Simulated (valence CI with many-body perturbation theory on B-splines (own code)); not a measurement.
**Valence orbitals of Nd⁺**

Level of theory: valence CI with perturbative core correlation (CI+MBPT): five valence electrons over a frozen Dirac-Fock core [Xe], a basis of 7 s, 7 p, 7 d, 7 f, 4 g, 2 h functions for each j, with the one-electron correlation potential Σ1, the two-electron term Σ2, the three-electron term Σ3, Breit, model QED; selected CI, second order for the rest (own B-spline code, finite nucleus).

Set against measurement, 23 paired levels are off by 2439 cm⁻¹ on average, the worst by 4380. These come from a selection out of the NIST Handbook of Basic Atomic Spectroscopic Data. Levels without a partner in it may be off by more, other configurations by several thousand cm⁻¹. Not all symmetries were solved, so the list stops early. Among the levels kept, up to 2800 cm⁻¹ of a level comes from second order outside the variational space, and about a tenth of that is noise between levels of different J, which matters for small intervals. Only levels of the ground parity were solved; by the run's estimate the other parity begins above the list, which can be wrong where configurations are misplaced. 19 measured levels below the end of the list, from 8010 cm⁻¹ on, found no clear computed partner, and computed levels of the same name lie up to 4383 cm⁻¹ from them.

These are the spectroscopic orbitals of the CI (the correlating ones are not listed), shaped by the core and the other valence electrons. h is the expectation value of the core's Dirac-Fock operator, without the valence repulsion; Σ1 is computed up to l = 3 at one energy for each symmetry, that of its lowest orbital but kept below the first core excitation, so for empty shells it is not the orbital's own correlation shift; Breit and QED include the response of the core.

| Orbital | h (hartree) | Σ1 (cm⁻¹) | Breit (cm⁻¹) | QED (cm⁻¹) | ⟨r⟩ (bohr) |
| --- | --- | --- | --- | --- | --- |
| 6s1/2 | -1.446 | -2488 | 13.8 | 24.6 | 4.084 |
| 7s1/2 | -0.78201 | -798 | 6.2 | 10.4 | 7.996 |
| 8s1/2 | -0.46984 | -301 | 2.5 | 4.2 | 13.73 |
| 6p1/2 | -1.2395 | -1631 | 23.6 | -1.7 | 4.607 |
| 7p1/2 | -0.64952 | -416 | 7.3 | -0.5 | 9.475 |
| 8p1/2 | -0.41895 | -202 | 3.7 | -0.3 | 15.20 |
| 6p3/2 | -1.2058 | -1433 | 10.3 | 0.1 | 4.742 |
| 7p3/2 | -0.63628 | -372 | 3.2 | 0.0 | 9.669 |
| 8p3/2 | -0.41335 | -184 | 1.9 | 0.0 | 15.37 |
| 5d3/2 | -1.8516 | -6391 | -33.4 | -26.6 | 2.730 |
| 6d3/2 | -0.75786 | -633 | -2.7 | -2.8 | 7.915 |
| 7d3/2 | -0.46509 | -278 | -1.1 | -1.3 | 13.78 |
| 5d5/2 | -1.8297 | -5965 | -65.2 | -22.0 | 2.773 |
| 6d5/2 | -0.75307 | -607 | -6.5 | -2.4 | 7.974 |
| 7d5/2 | -0.46313 | -268 | -2.9 | -1.1 | 13.84 |
| 4f5/2 | -2.681 | -34133 | -779 | -157 | 1.168 |
| 5f5/2 | -0.63561 | -318 | -5.2 | -1.1 | 8.901 |
| 4f7/2 | -2.6576 | -33496 | -950 | -142 | 1.187 |
| 5f7/2 | -0.63382 | -327 | -6.8 | -1.0 | 8.935 |
| 5g7/2 | -0.40767 |  | 0.0 | 0.0 | 13.35 |
| 5g9/2 | -0.40768 |  | 0.0 | 0.0 | 13.35 |

Among the shells of the start configuration 4f4 6s1, Σ1 is largest in size for 4f5/2, where it is 5.8 % of h.

Lowest root of each symmetry, sizes in configuration state functions:

```json
{"J": "1/2", "Parity": "even", "Roots": "2", "Reference": "67", "Variational": "33702", "Second order": "2442163", "Change by selected CI (cm⁻¹)": "-16660", "Change by second order (cm⁻¹)": "-224"}
{"J": "3/2", "Parity": "even", "Roots": "6", "Reference": "123", "Variational": "31137", "Second order": "5063106", "Change by selected CI (cm⁻¹)": "-16212", "Change by second order (cm⁻¹)": "-650"}
{"J": "5/2", "Parity": "even", "Roots": "7", "Reference": "162", "Variational": "30516", "Second order": "4158244", "Change by selected CI (cm⁻¹)": "-16007", "Change by second order (cm⁻¹)": "-847"}
{"J": "7/2", "Parity": "even", "Roots": "10", "Reference": "178", "Variational": "29727", "Second order": "5698313", "Change by selected CI (cm⁻¹)": "-15204", "Change by second order (cm⁻¹)": "-859"}
{"J": "9/2", "Parity": "even", "Roots": "9", "Reference": "175", "Variational": "30673", "Second order": "5669045", "Change by selected CI (cm⁻¹)": "-15479", "Change by second order (cm⁻¹)": "-804"}
{"J": "11/2", "Parity": "even", "Roots": "8", "Reference": "153", "Variational": "31112", "Second order": "5266951", "Change by selected CI (cm⁻¹)": "-15309", "Change by second order (cm⁻¹)": "-924"}
{"J": "13/2", "Parity": "even", "Roots": "8", "Reference": "123", "Variational": "30841", "Second order": "4806797", "Change by selected CI (cm⁻¹)": "-15103", "Change by second order (cm⁻¹)": "-1103"}
{"J": "15/2", "Parity": "even", "Roots": "6", "Reference": "88", "Variational": "31400", "Second order": "6018234", "Change by selected CI (cm⁻¹)": "-15463", "Change by second order (cm⁻¹)": "-808"}
{"J": "17/2", "Parity": "even", "Roots": "4", "Reference": "58", "Variational": "32924", "Second order": "4693402", "Change by selected CI (cm⁻¹)": "-15612", "Change by second order (cm⁻¹)": "-702"}
{"J": "19/2", "Parity": "even", "Roots": "2", "Reference": "33", "Variational": "30686", "Second order": "4149440", "Change by selected CI (cm⁻¹)": "-14133", "Change by second order (cm⁻¹)": "-653"}
```
